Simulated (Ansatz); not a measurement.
The lowest singlet and triplet of C3H2 (SMILES [CH]C#C); geometries from B3LYP-D3(BJ)/def2-TZVP, each state relaxed from the structure named, with no frequency check, low spin by broken symmetry.
Singlet (charge 0, multiplicity 1):
```xyz
5

C      0.00000     0.00000    -1.26465
C      0.00000     0.00000     0.00000
C      0.00000     0.00000     1.26465
H      0.00000     0.00000    -2.32598
H      0.00000     0.00000     2.32598
```

A positive gap puts the triplet lower; no zero-point energy. R- takes a restricted singlet, here one determinant of a half-filled degenerate or near-degenerate pair, which mixes singlet states. U- takes an unrestricted singlet (broken symmetry where lower, unprojected). The triplet is unrestricted in single-reference levels. Active spaces average the two states.

Correlated levels freeze the cores.

Codes used: Ansatz (a quantum-chemistry and plane-wave program). Each number belongs to the level named beside it.

| level | gap E(singlet) − E(triplet), vertical, at the singlet's geometry (kcal/mol) |
|---|---|
| R-HF/cc-pVTZ | 50.32 |
| U-BHLYP/def2-TZVPP (spin-contaminated) | 9.74 |
| U-wB97X-V/def2-TZVPP (spin-contaminated) | 8.95 |
| R-CCSD/cc-pVDZ | 31.53 |
| R-CCSD/cc-pVQZ | 28.36 |
| R-CCSD(T)/cc-pVQZ | 24.83 |
| SA-CASSCF(6,6)/cc-pVDZ | [?] |
| FIC-NEVPT4(SD) on SA-CASSCF(6,6)/cc-pVTZ | 20.27 |
| FIC-MRCISD+Q on SA-CASSCF(6,6)/cc-pVTZ | 20.18 |

Task: What belongs in the gaps?

Result: 
- SA-CASSCF(6,6)/cc-pVDZ, gap E(singlet) − E(triplet), vertical, at the singlet's geometry (kcal/mol): 23.32

Doubts at one or more of the structures used: a restricted determinant that unrestricted orbitals would lower (R-HF/cc-pVTZ, R-CCSD/cc-pVDZ, R-CCSD/cc-pVQZ, R-CCSD(T)/cc-pVQZ); a spin-contaminated determinant (R-HF/cc-pVTZ, R-CCSD/cc-pVDZ, R-CCSD/cc-pVQZ, R-CCSD(T)/cc-pVQZ).
